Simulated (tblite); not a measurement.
A geometry optimisation, step by step.

Species: C₆H₁₁N₃.
Bonds: C1–C2, C2–C3, C3–C4 (aromatic), C4–C5, C4–N6 (aromatic), N6–N7 (aromatic), N7–N8 (aromatic), N8–C9, C3–N8 (aromatic). Hydrogens: H10, H11, H12 on C1; H13, H14 on C2; H15, H16, H17 on C5; H18, H19, H20 on C9.

Computed with GFN2-xTB (tblite), gas phase: L-BFGS steps from a force-field or distance-geometry start until the largest atomic force falls under 0.01 eV/Å. 4 of its 141 geometries are shown.

Step 0: E = -740.3041 eV, largest atomic force 1.447 eV/Å
```
atom  x, y, z in Å  |  force x, y, z in eV/Å
C1     -1.731   -1.227    0.056   -0.333  -0.415   0.236
C2     -0.737   -0.545   -0.867   -0.001  -0.148  -0.955
C3      0.281    0.218   -0.113   -1.239   0.100  -0.740
C4      0.187    1.490    0.432   -0.047  -0.573   0.213
C5     -0.968    2.414    0.421   -0.077   0.627  -0.555
N6      1.357    1.737    1.027    1.077  -0.722  -0.008
N7      2.148    0.714    0.859    0.027   0.780   0.426
N8      1.512   -0.224    0.170    0.425  -0.500  -0.264
C9      2.119   -1.498   -0.178    0.427  -0.551   0.915
H10    -2.462   -0.519    0.498    0.555  -0.485  -0.244
H11    -1.149   -1.724    0.864   -0.717   0.188  -0.468
H12    -2.267   -1.974   -0.566    0.108   0.325   0.737
H13    -1.271    0.082   -1.620    0.400  -0.222   0.583
H14    -0.224   -1.344   -1.432   -0.178   0.307   0.020
H15    -1.405    2.567    1.424    0.074  -0.337  -0.579
H16    -0.575    3.395    0.101   -0.319  -0.244   0.106
H17    -1.706    2.067   -0.340    0.364   0.303   0.847
H18     1.531   -2.129   -0.859   -0.108   0.629   0.130
H19     2.237   -2.123    0.759    0.043   0.745  -0.777
H20     3.117   -1.366   -0.637   -0.480   0.192   0.379
```

Step 47: E = -740.6090 eV, largest atomic force 0.028 eV/Å
```
atom  x, y, z in Å  |  force x, y, z in eV/Å
C1     -1.736   -1.308    0.055    0.020   0.019  -0.005
C2     -0.766   -0.599   -0.894    0.007   0.023   0.001
C3      0.251    0.195   -0.155   -0.003  -0.001   0.015
C4      0.190    1.476    0.374    0.004   0.008  -0.017
C5     -0.927    2.456    0.373   -0.004  -0.002  -0.001
N6      1.380    1.741    0.950   -0.004  -0.020   0.013
N7      2.152    0.730    0.820    0.006  -0.006  -0.024
N8      1.506   -0.226    0.157   -0.008  -0.013   0.005
C9      2.147   -1.481   -0.106   -0.004  -0.007   0.003
H10    -2.216   -0.583    0.708   -0.013   0.001   0.002
H11    -1.215   -2.033    0.675    0.020   0.002  -0.012
H12    -2.505   -1.825   -0.516    0.012  -0.006   0.017
H13    -1.327    0.084   -1.536   -0.023  -0.010  -0.002
H14    -0.278   -1.335   -1.538   -0.018   0.014   0.001
H15    -1.398    2.490    1.355   -0.001  -0.009   0.001
H16    -0.543    3.449    0.154    0.003  -0.009   0.002
H17    -1.679    2.185   -0.365    0.013  -0.008  -0.013
H18     1.602   -2.030   -0.871    0.006   0.010  -0.011
H19     2.189   -2.082    0.804   -0.008   0.005   0.004
H20     3.166   -1.293   -0.446   -0.005   0.010   0.021
```

Step 93: E = -740.6476 eV, largest atomic force 0.051 eV/Å
```
atom  x, y, z in Å  |  force x, y, z in eV/Å
C1     -1.580   -1.452    0.165   -0.010  -0.001  -0.010
C2     -0.835   -0.574   -0.843   -0.003  -0.002   0.000
C3      0.210    0.248   -0.178   -0.020  -0.018   0.043
C4      0.204    1.547    0.306   -0.002  -0.006  -0.009
C5     -0.883    2.560    0.288   -0.002  -0.008  -0.008
N6      1.414    1.787    0.852   -0.005   0.003  -0.002
N7      2.147    0.744    0.746   -0.001   0.008   0.013
N8      1.452   -0.209    0.134    0.008   0.013  -0.017
C9      2.026   -1.497   -0.115    0.006   0.000  -0.019
H10    -2.044   -0.834    0.931   -0.002  -0.011  -0.010
H11    -0.901   -2.149    0.650   -0.007   0.008   0.009
H12    -2.355   -2.023   -0.340   -0.013   0.004   0.014
H13    -1.547    0.092   -1.334    0.022   0.010   0.012
H14    -0.380   -1.208   -1.610    0.007   0.021   0.012
H15    -1.569    2.399    1.120    0.001  -0.022  -0.003
H16    -0.458    3.555    0.389    0.018  -0.035  -0.022
H17    -1.449    2.495   -0.640    0.006   0.022   0.004
H18     1.919   -1.767   -1.167    0.008  -0.006  -0.008
H19     1.544   -2.262    0.499    0.021   0.013  -0.007
H20     3.082   -1.442    0.142   -0.032   0.009   0.009
```

Step 140: E = -740.6529 eV, largest atomic force 0.010 eV/Å
```
atom  x, y, z in Å  |  force x, y, z in eV/Å
C1     -1.634   -1.392    0.221   -0.002   0.000   0.001
C2     -0.831   -0.607   -0.819    0.002  -0.003   0.005
C3      0.219    0.222   -0.174    0.002   0.000  -0.001
C4      0.201    1.522    0.306    0.004   0.002  -0.003
C5     -0.897    2.522    0.287   -0.005  -0.005   0.005
N6      1.414    1.782    0.834    0.004   0.001  -0.004
N7      2.163    0.750    0.716    0.000  -0.003   0.001
N8      1.474   -0.214    0.113    0.001   0.000  -0.001
C9      2.074   -1.483   -0.169   -0.003   0.004  -0.006
H10    -2.104   -0.711    0.926   -0.003   0.003   0.000
H11    -0.991   -2.068    0.780   -0.001  -0.001  -0.002
H12    -2.410   -1.978   -0.266   -0.001  -0.005  -0.002
H13    -1.505    0.051   -1.371    0.005  -0.002   0.000
H14    -0.373   -1.301   -1.529   -0.002   0.000  -0.003
H15    -1.678    2.247    0.996   -0.001   0.002   0.002
H16    -0.498    3.493    0.566   -0.003   0.000  -0.001
H17    -1.343    2.584   -0.705    0.006   0.001   0.002
H18     2.107   -1.662   -1.246    0.000   0.002  -0.003
H19     1.519   -2.291    0.310   -0.004   0.000   0.009
H20     3.088   -1.456    0.223    0.001   0.003   0.001
```

Problem. Summarise the path.

Solution. The energy falls by 0.3488 eV from step 0 to step 140; nine tenths of that is first reached at step 64. It falls at every step. The largest force goes from 1.447 to 0.010 eV/Å. Among the bonds C9–H19 changes most, from 1.132 to 1.091 Å; the atoms move by 0.463 Å rms after alignment.

What follows is the cost of the whole relaxation. Hardware: one thread of an Arm Neoverse V1, no GPU, shared host with 64 logical CPUs at a one-minute load of 36. Cost: 1.1 s wall.
